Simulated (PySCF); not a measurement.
B(F)(Et)(NH2) (C2H7BFN), SMILES CCB(N)F. Geometry optimised at PBE-D3(BJ)/def2-SVP. The values are those of a single conformer.

Computed equilibrium geometry at PBE-D3(BJ)/def2-SVP (PySCF confirms it by a frequency run) as a Z-matrix (one conformer of several):
```
C
H 1 1.1115
H 1 1.1148 2 105.47
C 1 1.5378 2 110.60 3 117.81
H 4 1.1089 1 111.11 2 -179.39
H 4 1.1095 5 107.54 1 -123.19
H 4 1.1101 5 107.00 6 -114.94
B 1 1.5827 2 111.00 3 -115.44
F 8 1.3601 1 118.64 2 -175.74
N 8 1.4070 9 117.16 1 179.75
H 10 1.0181 8 122.98 9 179.34
H 10 1.0204 11 114.44 8 -179.83
```
Charge 0, spin multiplicity 1.
